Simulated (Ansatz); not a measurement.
Start from `[SiH3][GeH2][Cl]` and change one atom or group to get `[SiH3][GeH2][SiH3]`.

Ansatz, PBE0-D4/def2-TZVP geometries, multiplicity 1. 

Scalar relativity is left out up to krypton.

```tsv
property	`[SiH3][GeH2][Cl]`
ideal-gas entropy at 298 K and 1 bar (rigid rotor, harmonic PBE0-D4/def2-TZVP) / J/(mol·K)	337
HOMO–LUMO gap (PBE/def2-TZVPP) / eV	5.39
size of the dipole moment (PBE/def2-TZVPP) / D	2.02
LUMO energy (B3LYP/def2-TZVPP) / eV	-0.89
LUMO energy (PBE/def2-TZVPP) / eV	-1.55
size of the dipole moment (ωB97M-V/def2-TZVPP) / D	2.19
```

(1) What does the change do to each property? (Estimate.)

Answers

(1) The calculation gave: 
| property | `[SiH3][GeH2][SiH3]` | shift |
| --- | --- | --- |
| ideal-gas entropy at 298 K and 1 bar (rigid rotor, harmonic PBE0-D4/def2-TZVP) / J/(mol·K) | 361 | 24 |
| HOMO–LUMO gap (PBE/def2-TZVPP) / eV | 5.99 | 0.60 |
| size of the dipole moment (PBE/def2-TZVPP) / D | 0.01 | -2.01 |
| LUMO energy (B3LYP/def2-TZVPP) / eV | -0.29 | 0.60 |
| LUMO energy (PBE/def2-TZVPP) / eV | -0.91 | 0.64 |
| size of the dipole moment (ωB97M-V/def2-TZVPP) / D | 0.01 | -2.18 |

With PBE0 the HOMO rises by 0.22 eV and the LUMO rises by 0.58 eV, so the gap widens by about 0.36 eV. PBE moves the HOMO by 0.04 eV and ωB97M-V by 0.32 eV. The zero-point energy changes by 60.7 kJ/mol with +9 modes.

B3LYP here is the variant with VWN-RPA as its local correlation; programs differ in this.
